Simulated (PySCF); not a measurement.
Species: [RuNCl4]- (charge -1 and singlet state).
Bonds: Ru1–N2, Ru1–Cl3, Ru1–Cl4, Ru1–Cl5, Ru1–Cl6.

Computed, not measured: PBE0-D3(BJ)/def2-SVP geometry optimisation, gas phase, def2 core potentials past Kr in PySCF 2.14.0.

Q: Give the optimised bond lengths and angles.

A: 
| bond | length (pm) |
| --- | --- |
| Ru1–N2 | 156.4 |
| Ru1–Cl3 and 3 like bonds | 233.2 |

Bonds in one row agree within 1 pm and their mean is given. A selection of angles:
| angle | degrees |
| --- | --- |
| N2–Ru1–Cl3 | 104.9 |
| Cl3–Ru1–Cl4 | 86.2 |
| Cl3–Ru1–Cl5 | 150.2 |

Ru1 (ruthenium bonded to 4 Cl and N) is square pyramidal (τ5 = (β − α)/60° = 0.00 from the two widest angles, 150.2° and 150.2° (0 for a square pyramid, 1 for a trigonal bipyramid)). All 4 Cl–Ru bonds measure 2.332 Å.

Point group: C4v (tolerance 0.08 Å). Stationary, but not proved a minimum. The geometry's basis has no diffuse functions, a weakness for an anion.

Hardware: Arm Neoverse N1, one thread, on a shared host. Cost: 74 s. This is the geometry optimisation.
